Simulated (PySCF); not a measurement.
**C9H6ClN: full NMR table**

```yaml
Formula: C9H6ClN
SMILES: C=Cc1ccc(C#N)c(Cl)c1
InChI: InChI=1S/C9H6ClN/c1-2-7-3-4-8(6-11)9(10)5-7/h2-5H,1H2
Point_group_of_the_computed_structure: Cs
Degrees_of_unsaturation: 7
Carbon_signals: 9
Proton_signals: 6
```

Structure with atom numbers: `[CH2:1]=[CH:2][c:3]1[cH:4][cH:5][c:6]([C:7]#[N:8])[c:9]([Cl:10])[cH:11]1`; H(Xn) means a hydrogen on atom n. Ha(C1) is cis to C3; Hb(C1) is trans to C3.

All values are calculated (PySCF): σ from GIAO-PBE0/pcSseg-1, coordinates at the GFN2-xTB level. Relativity neglected, a single conformation, no solvent.

References, each an isolated molecule treated in the same way: TMS for ¹H (σref 31.72), ¹³C (σref 186.93); ¹⁵N (σref 267.73) vs NH3.

| carbon | δC, type | δH (multiplicity) | HMBC from (2–3 bonds) | span of the C tensor (ppm) |
| --- | --- | --- | --- | --- |
| C1 | 125.1, CH2 | Hb(C1) 5.93 (m); Ha(C1) 6.46 (m) | H(C2) | 225 |
| C2 | 142.6, CH | 6.79 (m) | H(C4), H(C11), Ha(C1), Hb(C1) | 212 |
| C3 | 146.2, C | – | H(C4), H(C5), H(C11), H(C2), Ha(C1), Hb(C1) | 221 |
| C4 | 125.5, CH | 7.92 (m) | H(C5), H(C11), H(C2) | 225 |
| C5 | 141.2, CH | 7.89 (m) | H(C4) | 229 |
| C6 | 117.0, C | – | H(C4), H(C5), H(C11) | 177 |
| C7 | 121.5, C | – | H(C5) | 348 |
| C9 | 151.6, C | – | H(C5), H(C11) | 187 |
| C11 | 136.7, CH | 7.41 (s) | H(C4), H(C2) | 181 |

Other nuclei:
```csv
atoms,nucleus,environment,δ (ppm),σ (ppm)
N8,¹⁵N,nitrile nitrogen,328.6,-60.9
```

Carbon types of the structure: 4 × C, 4 × CH, 1 × CH2, which accounts for all hydrogens. δC 146.2, 117.0: substituted aromatic carbon. δC 142.6: alkene CH; as expected for a trigonal carbon in a double bond. δC 141.2, 136.7, 125.5: aromatic CH. δC 125.1: terminal =CH2 carbon; an sp2 carbon of a C=C bond. δC 121.5: nitrile carbon; this is the usual window of a C≡N carbon, which has no attached hydrogen.

Carbons that carry Cl, above all several Cl atoms, come out too deshielded, partly because spin–orbit coupling is missing. Shifts are as computed. Against solution values, carbons near 30 ppm lie about +3 ppm off and those near 130 ppm about +5 ppm; carbons on Cl a further +6 ppm. Of 1211 compounds with measured shifts, 218 miss one by over three times the rms of a fit or turn the order of signals round; such compounds aren't used in these exercises. Experimental scales use liquid or dissolved standards, which lie at an offset from isolated NH3 (liquid NH3: subtract about 20 ppm). Unscaled 15N shifts of sp2 nitrogen come out 20 to 40 ppm too high even then. No couplings were computed; multiplicities are counted from neighbouring protons, with m where these are inequivalent, close in shift, in a saturated or five-membered ring or joined by F or P, and br s for small geminal =CH2 splittings.
